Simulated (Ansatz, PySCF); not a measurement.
BH₃N, SMILES [BH]N (connectivity only; charge and spin as stated), charge +1, multiplicity 1. Atoms are numbered in the order given.

```xyz
5

B      0.0000     0.0000     0.7731
N      0.0000     0.0000    -0.5419
H      0.0000     0.0000     1.9433
H      0.0000    -0.8529    -1.1052
H      0.0000     0.8529    -1.1052
```
Charge +1, spin multiplicity 1.

Geometry optimised at TPSSh-D3(BJ)/def2-TZVP. The spin state was assumed, not searched. The isomer is the one that the SMILES or the coordinates give; other isomers of the formula were not compared.

Two levels are set side by side: PBE-D3(BJ)/def2-TZVP (Ansatz, a program for electronic structure) and TPSSh-D3(BJ)/def2-TZVP (PySCF). Each level has its own optimised geometry; the coordinates shown are those of the second. Frequencies come from the Hessian of PySCF at each geometry. Differences are taken from unrounded values.

```csv
quantity,TPSSh-D3(BJ),PBE-D3(BJ),PBE-D3(BJ) minus TPSSh-D3(BJ)
mean bond length (Å),1.132,1.139,0.007
bond B1–N2 (Å),1.315,1.319,0.004
bond B1–H3 (Å),1.170,1.179,0.009
bond N2–H4 (Å),1.022,1.029,0.007
bond N2–H5 (Å),1.022,1.029,0.007
highest harmonic wavenumber (cm⁻¹),3505,3434,-71
mean harmonic wavenumber (cm⁻¹),1757,1713,-44
zero-point energy (kcal/mol),22.61,22.04,-0.57
```

GGA bonds tend to be longer and softer than those of functionals with exact exchange. Differences between two approximate levels are no errors against the true value.
